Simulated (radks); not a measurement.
Effect of the nuclear size on neutral indium, [Kr] 4d10 5s2 5p1. All-electron calculation, Dirac Kohn-Sham, exchange-only LDA, spin-unpolarised, spherical densities, finite nucleus; open shells fill j = l - 1/2 first; Fermi nuclear charge, rms radius 4.6156 fm. Program: a radial shooting solver on a logarithmic mesh with Libxc functionals. The rms radius is varied about that value; shifts are against it.

| rms radius (fm) | total energy shift (eV) | density at nucleus (e/bohr^3) | 1s1/2 shift (meV) | 2s1/2 shift (meV) | 4s1/2 shift (meV) | 4p1/2 shift (meV) | 5s1/2 shift (meV) |
|---|---|---|---|---|---|---|---|
| 3.8309 | -1.13 | 1.789e+05 | -476 | -53.9 | -1.97 | 0.174 | -0.136 |
| 4.1679 | -0.668 | 1.767e+05 | -281 | -31.8 | -1.16 | 0.103 | -0.080 |
| 4.6156 | 0 | 1.74e+05 | 0.000 | 0.000 | 0.000 | 0.000 | 0.000 |
| 4.8925 | 0.442 | 1.725e+05 | 186 | 21.1 | 0.768 | -0.068 | 0.053 |
| 5.4187 | 1.34 | 1.7e+05 | 564 | 64.0 | 2.33 | -0.206 | 0.161 |

Slopes of the eigenvalues against <r^2> in GHz/fm^2, as finite differences over the two radii next to the reference (eigenvalue slopes, not the field-shift constants of lines): 1s1/2 17200, 2s1/2 1950, 4s1/2 71.0, 4p1/2 -6.27, 5s1/2 4.90.
